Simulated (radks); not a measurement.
The numbers below are computed, except where a source is named.
Excited configurations of H I: one electron is placed in a higher orbital outside the bare nucleus. The ground configuration is 1s1. Code: a radial shooting solver on a logarithmic mesh with Libxc functionals. Model: non-relativistic Kohn-Sham, PBE, spin-polarised, spherical densities, point nucleus; open shells are filled with parallel spins first. Excitation = E - E(ground); binding = E(ion) - E, where the ion is the core of charge +1; n* = 1/sqrt(2 binding) in atomic units, and the quantum defect is n - n*.

outer orbital  excitation (eV)  binding (eV)     n*  quantum defect
3s                      11.858         1.747  2.790           0.210
3d                      11.979         1.627  2.892           0.108
4p                      12.581         1.024  3.645           0.355
4d                      12.600         1.006  3.678           0.322
5f                      12.939         0.667  4.518           0.482

The Delta-SCF ionisation energy is 13.605 eV (NIST Atomic Spectra Database: 13.598 eV, theoretical). Self-interaction in the functional shifts the binding energies and quantum defects, so they are the method's values and not measured ones.
